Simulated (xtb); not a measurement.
CH₅S (SMILES C[SH2+]), charge +1, singlet, at a GFN2-xTB geometry. Base run: xtb with GFN2-xTB.

The xtb input:
```
$ xtb mol.xyz --gfn 2 --chrg 1 --json

# file mol.xyz
7

C     -0.03747748     1.18530286    -0.11525700
S     -0.02095352    -0.61772925     0.15157957
H      1.25160297    -0.85395482    -0.24996242
H     -1.06827047     1.52354437    -0.03438541
H      0.54627907     1.64404919     0.67989192
H      0.37245221     1.44603148    -1.08584758
H     -0.54194256    -0.98781933    -1.04342765
```

Each row names what was changed in the base input (with any setting that the change needs).

```
change               ΔE vs base (mEh)  HOMO-LUMO gap (eV)  G_solv (kcal/mol)  SCF cycles
-------------------  ----------------  ------------------  -----------------  ----------
base                            0.000                6.48                  -           9
gbsa = acetonitrile                 …                6.45                  …          10
etemp = 10000                  -5.977                6.53                  -           9
acc = 30                        0.000                6.48                  -           7
acc = 0.0001                    0.000                6.48                  -          16
acc = 0.1                       0.000                6.48                  -          11
alpb = acetonitrile           -91.156                6.45             -57.80          10
gbsa = toluene                      …                   …                  …           9
alpb = chcl3                  -90.677                6.52             -57.17          10
```

**Question.** What belongs in the gaps?

**Answer.** 
- gbsa = acetonitrile, ΔE vs base (mEh): -96.056
- gbsa = acetonitrile, G_solv (kcal/mol): -61.09
- gbsa = toluene, ΔE vs base (mEh): -85.471
- gbsa = toluene, HOMO-LUMO gap (eV): 6.49
- gbsa = toluene, G_solv (kcal/mol): -53.77

ALPB and GBSA are two models with their own fitted parameters for each solvent, which aren't always the measured dielectric constant.
